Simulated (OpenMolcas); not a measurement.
## Xe³⁺: effect of the basis set

* Program: OpenMolcas
* Method: SS-RASPT2, IPEA 0.25 Eh, imaginary shift 0.1 Eh (closed shells correlated: 4d)
* Active space: 5 electrons in 9 orbitals (RAS2 5s 5p; RAS3 5d, at most 2 electrons)
* State averaging: 2S+1 = 4 odd, 1 root; 2S+1 = 2 odd, 11 roots; 2S+1 = 4 even, 3 roots; 2S+1 = 2 even, 9 roots
* Spin-orbit coupling: RASSI with atomic mean-field integrals over the reference wave functions, term energies averaged over their components

A. ANO-RCC-VTZP [7s6p4d2f1g], DKH2, point nucleus; CASPT2 step of the order of 20 core-seconds
B. ANO-R2 [7s6p4d2f1g], X2C, finite nucleus; CASPT2 step about 13 core-seconds
C. ANO-RCC-VQZP [8s7p5d3f2g], DKH2, point nucleus; CASPT2 step roughly 23 core-seconds
D. ANO-RCC [10s9p8d5f3g], DKH2, point nucleus; CASPT2 step about 50 core-seconds

Energies in cm-1 above 5s2 5p3 4S* 3/2, the measured ground level; measured values from Saloman, J. Phys. Chem. Ref. Data 33, 765 (2004).

```tsv
Level	A	B	C	D	Measured
5s2 5p3 4S* 3/2	0.0	0.0	0.0	0.0	0.0
5s2 5p3 2D* 3/2	13740	13710	13350	13300	13267
5s2 5p3 2D* 5/2	17370	17340	17000	16950	17511
5s2 5p3 2P* 1/2	28690	28660	28260	28150	28036
5s2 5p3 2P* 3/2	34540	34530	34250	34150	35650
5s 5p4 4P 5/2	99750	99870	99770	99820	99664
5s 5p4 4P 3/2	106200	106340	106290	106330	106923
5s 5p4 4P 1/2	108430	108560	108520	108560	109254
```

Deviations, from unrounded energies. A percentage is the sum of absolute deviations over the sum of measured energies, with the sign that they share, or ± where signs differ.

| Against measurement | Levels | A | B | C | D |
| --- | --- | --- | --- | --- | --- |
| mean absolute deviation (cm-1) | 7 | 570 | 550 | 530 | 520 |
| other terms of the ground configuration (%) | 4 | ±2.5 | ±2.5 | ±2.3 | ±2.3 |
| other configurations (%) | 3 | ±0.5 | ±0.5 | ±0.5 | ±0.5 |

B, C, D lie about equally close to measurement and A furthest from it. The largest miss of D in the table is 5s2 5p3 2P* 3/2, by -1500 cm-1. The ranking rests on the paired levels alone, and a cruder setting can come out closer through cancelling errors.

Among A to D the level of the table that moves most is 5s2 5p3 2P* 1/2, by 540 cm-1 (lowest in D, highest in A). Moves below CASPT2's spread within the term are not significant.

CASPT2 breaks the degeneracy within a term, and the mean is taken; among the terms shown or strongly mixed into the levels shown the widest spread is 12 cm-1 (5s2 5p3 2D*, B). Some terms mix strongly with configurations of 5d, whose occupation reaches 0.28 (5s 5p4 4P, 5s 5p4 2D) (figures for A; the like holds for B, C, D). The run also gave levels led by 5s2 5p2 5d, which use shells meant for correlation; these and all levels above them are left out (holds for A; B). The run also gave levels led by 5s 5p3 5d, 5s2 5p2 5d, which use shells meant for correlation; these and all levels above them are left out (holds for C; D). Computed and measured levels are paired by configuration, term and J; levels that our copy of the source lacks, or whose pairing is in doubt (as where it misses far off the trend of its configuration), stay unpaired and out of the deviations. Levels of configurations outside the active space are missing. Levels that lie high or do not pair safely by name in every column are left out.

* marks odd parity.
